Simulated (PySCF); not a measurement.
Electron correlation in C²⁺ (carbon, charge +2)

[He] 2s1 3d1, high-spin 3D determinant (an excited configuration). Calculation: PySCF 2.14, in dyall-acv3z; no relativity, point nucleus. Frozen: nothing; 4 electrons correlated; the 5 highest virtual orbitals of each spin left out.

```
  level  correlation energy (mhartree)
   CCSD                         -56.64
    (T)                          -0.14
CCSD(T)                         -56.78
```

Diagnostics: T1 = 0.0044, D1 = 0.0120, largest double amplitude 0.088.

Is a single reference adequate?

Mostly. T1 lies below 0.03, but a double amplitude of this size points to a near-degeneracy that CCSD handles and MP2 describes poorly.
